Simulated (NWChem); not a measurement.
C$_{4}$H$_{5}$N; SMILES C/C=C/C#N

```xyz
10

C      0.0127    -2.3152     0.0000
C      0.3855    -0.8767     0.0000
C     -0.4920     0.1400     0.0000
C     -0.0934     1.5099     0.0000
N      0.2125     2.6292     0.0000
H     -1.0767    -2.4605     0.0000
H      0.4340    -2.8254     0.8822
H      0.4340    -2.8254    -0.8822
H      1.4555    -0.6378     0.0000
H     -1.5714    -0.0483     0.0000
```
Atoms are numbered in this order, from 1.

Coordinates come from a PBE0/def2-SVP optimisation.

**Question.** Give the principal values of the shielding tensors (ppm) of C1, C2, C3, C4, N5 from PBE0/pcSseg-1, GIAO (NWChem), with their diamagnetic and paramagnetic parts as GIAO splits them.

**Answer.** 
```tsv
atom	σ11	σ22	σ33	isotropic	diamagnetic	paramagnetic
C1	146.2	157.0	182.6	162.0	248.4	-86.5
C2	-106.4	18.6	159.3	23.8	255.1	-231.3
C3	-29.2	108.2	148.2	75.7	256.6	-180.9
C4	-54.4	-51.0	292.4	62.4	258.3	-195.9
N5	-212.4	-187.6	237.7	-54.1	339.4	-393.5
```
